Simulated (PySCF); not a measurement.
B3LYP has the VWN-RPA correlation part, as in Gaussian. Excitations are Tamm–Dancoff values on a coarser integration grid. The basis has no diffuse functions, so Rydberg states are missing or too high.

Species: C2H3F3, SMILES `CC(F)(F)F` (charge 0, multiplicity 1).

**Question.** Predict the LUMO, brightest of the four lowest singlets (TDA) and HOMO from B3LYP-D3(BJ)/def2-TZVP run with PySCF 2.14.0.

**Answer.** 
```json
{
 "LUMO": "1.02 eV",
 "brightest of the four lowest singlets (TDA)": "10.73 eV",
 "HOMO": "-10.72 eV"
}
```
